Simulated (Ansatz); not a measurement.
Born–Oppenheimer molecular dynamics of F₂H₄OW (8 atoms, charge 0, multiplicity 1). It starts from a relaxed structure.

Computed with RKS PBE-D4/def2-SVP (Ansatz).

```yaml
ensemble: NVT, Langevin thermostat
time_step: 0.5 fs
steps_asked: 150
set_temperature: 700 K
friction: 0.01 /fs
seed: 480046
```

First frame:

```xyz
8
Properties=species:S:1:pos:R:3
W -0.013 0.002 0.334
F -0.395 0.420 2.185
H 1.278 -0.117 -0.772
F 0.390 1.811 0.166
H -1.526 0.007 -0.402
O 0.139 -1.823 0.490
H 0.587 -2.680 0.401
H -0.079 0.012 -1.400
```

**Question.** How far do the bonds stretch over the last three quarters of this one trajectory? (Pairs bonded in most of those frames.)

**Answer.** 
```csv
bond,mean (Å),spread (Å),shortest,longest
W1–F2,1.944,0.075,1.82,2.05
W1–H3,1.704,0.017,1.67,1.77
W1–F4,1.890,0.069,1.79,2.00
W1–H5,1.684,0.025,1.64,1.73
W1–O6,1.867,0.043,1.79,1.92
W1–H8,1.742,0.055,1.64,1.83
O6–H7,0.983,0.049,0.90,1.06
```

Mean temperature of the second half: 462 K. The mean temperature of the second half is 34 % below the set value. A run of 0.075 ps of so small a system gives no equilibrium averages.

Time of the run: 8.7 min on 1 thread of Arm Neoverse V2 (shared host), peak memory 0.12 GiB.
